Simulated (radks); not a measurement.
All-electron atom: O in [He] 2s2 2p3 3d1 (not the ground configuration).

All-electron calculation, Dirac Kohn-Sham, LDA (Slater exchange, Perdew-Wang correlation), spin-unpolarised, spherical densities, finite nucleus; open shells are shared between the two j in proportion to 2j + 1; Fermi nuclear charge, rms radius 2.6991 fm. Program: a radial shooting solver on a logarithmic mesh with Libxc functionals.

Energy parts (eV):
| part | energy |
|---|---|
| total | -2012.945 |
| kinetic | 2007.058 |
| electron-nucleus | -4705.159 |
| Hartree | 885.689 |
| exchange-correlation | -200.533 |

Orbitals (lengths in bohr, moments of r in powers of bohr; r(90%) holds 90 % of the orbital's charge):
orbital  occ.  eigenvalue (eV)    <r^2>     <r>  r(90%)
1s1/2       2        -526.6318  0.05438  0.2006   0.359
2s1/2       2         -36.3107    1.431   1.091    1.73
2p1/2       1         -21.5346    1.573   1.109    1.89
2p3/2       2         -21.4903    1.577   1.110    1.89
3d3/2     0.4          -0.7210    120.4   10.27    15.4
3d5/2     0.6          -0.7210    120.4   10.27    15.4

The highest occupied level is 3d5/2 at -0.721 eV. The electron density at the nucleus is 318.6 e/bohr^3. Summed over all electrons, <r^2> = 128.1 bohr^2, which gives a Langevin (diamagnetic) susceptibility term of -101 x 10^-6 cm^3/mol. The density falls to 0.001 e/bohr^3 at r = 2.92 bohr.
